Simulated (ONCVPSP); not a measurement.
## What the settings do to the ONCV potential of Bi

Base potential:

```
Element                 : Bi (Z = 83)
Generator               : ONCVPSP 4.0.1
Type                    : optimised norm-conserving Vanderbilt (ONCV)
Functional              : PBE
Relativity              : scalar-relativistic
Frozen core             : [Xe] 4f14
Valence charge          : 15
Reference configuration : 5d10 6s1 6p4
Partial waves           : 6s: rc 1.90 bohr, ncon 4, nbas 9, qcut 3 1/bohr, 1 projector; 6p: rc 2.55 bohr, ncon 4, nbas 8, qcut 3.3 1/bohr, 2 projectors, debl 0.8 Ha; 5d: rc 1.30 bohr, ncon 3, nbas 6, qcut 8.8 1/bohr, local
Local potential         : the d channel
Core correction         : Teter function, fcfact 2.25, rcfact 1.2
```

Cutoffs, loose and tight: the cutoffs (Ha) at which the residual kinetic energy of the hardest occupied pseudo-wave falls to 1 and 0.1 mHa per electron. They do not see the model core or the augmentation charge, which bear on the density cutoff. Test errors are all-electron minus pseudo excitation energies from the reference, over the configurations 5d10 6s2 6p3; 5d10 6s2 6p2; 5d10 6s2 6p1; 5d10 6s0 6p5. A dash means not determined; rows that change the core or the reference have their own tests.

A true bound ghost makes a file unfit for plane-wave use even where its test errors are small: the radial tests pick states by their node count and pass the ghost by.

```tsv
change	outcome	cutoff, loose	cutoff, tight	bound ghosts	GHOST(+) flags above zero	largest test error (meV)
base	generated	34 Ha	63 Ha	s	p	-15
all radii but the core radius scaled by about 0.77 (s 1.46, p 1.96, d 1.00 bohr)	failed: optimize: ERROR ps0norm > uunorm, code will stop	–	–	–	–	–
all radii but the core radius scaled by about 0.85 (s 1.62, p 2.16, d 1.10 bohr)	generated	26 Ha	78 Ha	s	p	-18
all radii but the core radius scaled by about 0.89 (s 1.68, p 2.26, d 1.16 bohr)	generated	26 Ha	45 Ha	s	p	-17
all radii but the core radius scaled by about 1.08 (s 2.06, p 2.76, d 1.40 bohr)	generated	30 Ha	54 Ha	s	p	-21
all radii but the core radius scaled by about 1.15 (s 2.18, p 2.94, d 1.50 bohr)	generated	27 Ha	48 Ha	s	p	-28
all radii but the core radius scaled by about 1.18 (s 2.24, p 3.02, d 1.54 bohr)	generated	27 Ha	45 Ha	s	p	-34
all radii but the core radius scaled by about 1.26 (s 2.40, p 3.22, d 1.64 bohr)	generated	27 Ha	39 Ha	s	p	-48
all radii but the core radius scaled by about 1.34 (s 2.54, p 3.40, d 1.74 bohr)	generated	26 Ha	33 Ha	s	p	-63
```

Reading the sweep of the scale of all radii but the core radius (base = 1) (base included, trends over the rows without a ghost): Bound ghosts are found at 0.85, 0.89, 1, 1.08, 1.15, 1.18, 1.26, 1.34. Every judged row has one, so this setting neither creates nor removes them. The generation fails at 0.77.
